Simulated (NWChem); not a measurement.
## Spin states of Ge

```xyz
1

Ge     0.0000     0.0000     0.0000
```
Charge 0, spin multiplicity 3.

Everything below was run with NWChem.

Basis set: def2-TZVP. The gap is E(triplet) − E(singlet), so a negative value puts the higher spin lower. Open shells are unrestricted, coupled cluster uses restricted open-shell references, and the singlet is the closed-shell solution. The triplet is the single determinant that the SCF runs reached, with unpaired electrons in orbitals of symmetry b2u and b3u (D2h labels); it need not be the lowest triplet, which in molecules with degenerate π orbitals can need several determinants. Where the lowest singlet needs several determinants, the single determinant used here isn't a pure state and places it wrongly.

```
method      vertical singlet-triplet gap (kcal/mol)  relative cost            remark  difference from CCSD(T)
----------  ---------------------------------------  -------------  ----------------  -----------------------
BHandHLYP                                     -26.7              1                 -                     -5.3
B3LYP                                         -25.4        under 3                 -                     -3.9
HF                                            -38.1        under 3                 -                    -16.6
M06-2X                                        -25.6        under 3                 -                     -4.2
B2PLYP                                        -26.3        under 3                 -                     -4.8
MP2                                           -30.0        under 3                 -                     -8.5
CCSD(T)                                       -21.5             10  large amplitudes                      0.0
CR-CCSD(T)                                    -22.4             10  large amplitudes                     -0.9
```

The values span 16.6 kcal/mol, from HF (lowest) to CCSD(T) (highest). Costs are rough ratios of processor time within this set of runs, SCF included, with BHandHLYP as 1.

The Hamiltonian is non-relativistic. The correlated methods keep 9 core orbitals frozen. B3LYP has NWChem's definition, with VWN1-RPA local correlation. The stability of the SCF solutions was not checked. Open-shell Hartree-Fock references start from PBE0 orbitals; any time given for them includes that run. No row is a measurement; the coupled-cluster row has its own basis-set and correlation limits.
